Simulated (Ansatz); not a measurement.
```yaml
atoms:
  - { symbol: C, position_ang: [0.0000, -0.0406, -0.5353] }
  - { symbol: N, position_ang: [0.0000, -0.0652, 0.6275] }
  - { symbol: H, position_ang: [0.0000, 0.8132, 0.9736] }
  - { symbol: H, position_ang: [0.0000, -0.9157, -1.0482] }
  - { symbol: H, position_ang: [0.0000, 0.8024, -1.1065] }
```

Basis set: 6-31G* (spherical functions). Left uncorrelated: 2 orbitals. Charge 0, multiplicity 1.

Computed with Ansatz (development build ahead of 0.2.0); each method stands on the lowest determinant of its kind that the runs found. Restricted open shells among the atoms or ions are ROHF, correlated in semicanonical orbitals with singles.

Give the atomization energy at this shape (free ground-state atoms in the same class of orbitals less the molecule, no zero-point energy) of singlet CH₃N by RHF-MP2, RHF.

```tsv
method	atomization energy
RHF-MP2	16.08 eV
RHF	12.18 eV
```

Caution: no unrestricted run beside it, a lower state can exist; the shape is not the minimum.
